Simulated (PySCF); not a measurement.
A PySCF script (with the pyscf-properties extension) for the NMR shieldings of SMILES CCC#[N+][BH2-]OCC=O, C5H10BNO2, on a GFN2-xTB geometry:

```python
import basis_set_exchange as bse
import numpy as np
from pyscf import gto, dft
from pyscf.prop import nmr

atoms = """
C     2.376252   -0.596431    1.427472
C     2.539862   -0.217712   -0.047192
C     1.268690   -0.075404   -0.691538
N     0.261626    0.028912   -1.229174
B    -1.110515    0.492097   -1.756694
O    -1.739032    1.251148   -0.687582
C    -2.564164    0.601640    0.205525
C    -1.904128   -0.164767    1.320388
O    -0.728216   -0.321194    1.506932
H     1.865391   -1.550217    1.521927
H     1.782992    0.151206    1.945006
H     3.354184   -0.667871    1.896591
H     3.075352    0.732619   -0.138584
H     3.107964   -0.986974   -0.579443
H    -1.680581   -0.509933   -2.075199
H    -0.817987    1.220874   -2.649861
H    -3.210280    1.354473    0.686327
H    -3.234895   -0.121597   -0.298174
H    -2.652320   -0.611620    2.012911
"""
names = dict.fromkeys(["C", "N", "B", "O", "H"], "pcSseg-1")
basis = {el: gto.basis.parse(bse.get_basis(n, elements=[el], fmt="nwchem")) for el, n in names.items()}
mol = gto.M(atom=atoms, basis=basis, charge=0, verbose=0)
mf = dft.RKS(mol, xc="PBE0")
mf.grids.level = 2
mf.grids.alignment = dft.numint.BLKSIZE   # the property module wants whole blocks of grid points
mf.conv_tol = 1e-9
mf.kernel()

calc = nmr.RKS(mf)   # GIAO
C = mf.mo_coeff
Co = C[:, mf.mo_occ > 0]
resp = mf.gen_response(singlet=True, hermi=2)
def vind(x):   # induced exchange potential for any number of trial vectors
    d = np.einsum("pi,xij,qj->xpq", C, 2 * x.reshape(-1, C.shape[1], Co.shape[1]), Co, optimize=True)
    return np.einsum("xpq,pi,qj->xij", resp(d - d.transpose(0, 2, 1)), C, Co, optimize=True).ravel()
mo1, _ = nmr.rhf.solve_mo1(calc, with_cphf=vind)
sigma = calc.kernel(mo1)
for i, s in enumerate(sigma):   # ppm
    w = np.linalg.eigvalsh((s + s.T) / 2)
    print("%2d %-2s iso %8.1f  s11 %8.1f  s22 %8.1f  s33 %8.1f" % (i, mol.atom_pure_symbol(i), w.mean(), *w))
```

**Question.** What are the results?

**Answer.** 
```
 0 C  iso    173.8  s11    167.2  s22    172.1  s33    182.2
 1 C  iso    173.9  s11    161.6  s22    174.6  s33    185.3
 2 C  iso     57.4  s11    -35.6  s22    -29.3  s33    237.0
 3 N  iso     31.7  s11   -118.9  s22   -111.4  s33    325.6
 4 B  iso    113.1  s11    100.7  s22    107.0  s33    131.7
 5 O  iso    292.4  s11    225.4  s22    304.2  s33    347.5
 6 C  iso     99.0  s11     57.9  s22     87.9  s33    151.3
 7 C  iso    -27.7  s11   -136.9  s22    -31.7  s33     85.6
 8 O  iso   -314.3  s11   -894.2  s22   -419.6  s33    370.8
 9 H  iso     29.9  s11     26.0  s22     27.8  s33     35.8
10 H  iso     29.3  s11     25.2  s22     28.0  s33     34.7
11 H  iso     30.4  s11     25.8  s22     27.7  s33     37.8
12 H  iso     28.9  s11     23.9  s22     27.6  s33     35.3
13 H  iso     29.1  s11     24.1  s22     27.5  s33     35.6
14 H  iso     29.4  s11     26.0  s22     30.0  s33     32.1
15 H  iso     28.5  s11     24.7  s22     29.2  s33     31.7
16 H  iso     26.7  s11     22.8  s22     25.0  s33     32.3
17 H  iso     27.2  s11     24.7  s22     25.1  s33     31.9
18 H  iso     21.8  s11     20.0  s22     21.0  s33     24.3
```

These numbers come from an equivalent density-fitted implementation of the same equations, which agrees with the script to about 0.01 ppm for H and up to a few tenths of a ppm for heavy atoms, so last digits may differ.

Size and cost of the density-fitted run: 203 basis functions, 73 s wall time on 1 thread of an Arm Neoverse N1, shared host; peak memory 0.9 GiB.
